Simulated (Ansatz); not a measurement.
Coupled-cluster diagnostics for [InBrH3]- (InH₃Br⁻), Ansatz.

Geometry of the singlet (r2SCAN-D4/def2-TZVPD):

```xyz
5

In    0.1777   -0.0869    0.1956
Br   -1.5239    0.7453   -1.6769
H     1.5596   -0.6754   -0.7183
H    -0.7123   -1.3384    1.0515
H     0.4988    1.3554    1.1482
```

In the def2 sets In takes a core potential; there is no spin–orbit coupling. Correlated methods freeze 13 core orbitals; core or outer-core shells of In, Br are correlated, in sets that lack core-valence functions. In CCSD on the charge 0 doublet the largest single amplitude is 0.34, so its Hartree–Fock determinant may place the open shell otherwise than the density functionals do.

Question: Estimate the CCSD(T) correlation energy, the shares of MP2 and (T), T1 and the reference's ⟨S²⟩ for: charge -1, singlet, own geometry in def2-TZVPPD; charge 0, doublet, vertical in def2-TZVPPD; and the rough time on 4 threads of Arm Neoverse V1 on a shared host.

Answer: 
```json
{"state": "charge -1, singlet, own geometry", "basis": "def2-TZVPPD", "correlation (eV)": "-17.315", "MP2 share (%)": "94.6", "(T) share (%)": "2.9", "T1": "0.011", "⟨S²⟩ (pure)": "0.00 (0.00)", "wall time": "28 s"}
{"state": "charge 0, doublet, vertical", "basis": "def2-TZVPPD", "correlation (eV)": "-16.632", "MP2 share (%)": "92.7", "(T) share (%)": "3.0", "T1": "0.044", "⟨S²⟩ (pure)": "0.76 (0.75)", "wall time": "2.5 min"}
```
Customary marks for T1 are 0.02 (closed shells), 0.045 (open shells) and about 0.05 (3d metals). T1 exceeds 0.02 in 1 of 2 rows and 0.045 in 0; the higher it lies, the less the single-reference result can be trusted.
